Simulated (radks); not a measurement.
Values are calculated unless marked as measured or tabulated.
Question: The mean radii <r> (bohr) of the occupied orbitals of an atom or ion are listed with their occupations. Code: a radial shooting solver on a logarithmic mesh with Libxc functionals. Model: Dirac Kohn-Sham, PBE, spin-unpolarised, spherical densities, finite nucleus; Fermi nuclear charge, rms radius of each element as measured or else 0.836 A^(1/3) + 0.57 fm.

orbital  occ.      <r>
1s1/2       2  0.04029
2s1/2       2   0.1776
2p1/2       2   0.1523
2p3/2       4   0.1563
3s1/2       2   0.5104
3p1/2       2   0.5116
3p3/2       4   0.5221
3d3/2       4   0.5231
3d5/2       6   0.5269
4s1/2       2    1.456
4p1/2       2    1.701
4p3/2       4    1.740
5s1/2       1    5.247

Name the element and its charge. Open shells, if any, fill j = l - 1/2 first.

Answer: Z = 37, rubidium, charge 0: Rb in [Kr] 5s1. The 1s radius gives Z: for a bare nucleus <r> = (2 gamma + 1)/(2Z) with gamma = sqrt(1 - (Z/c)^2), 0.03954 bohr for Z = 37, and screening makes it slightly larger (0.04029 here). The occupations add up to 37, and the charge is Z minus that.
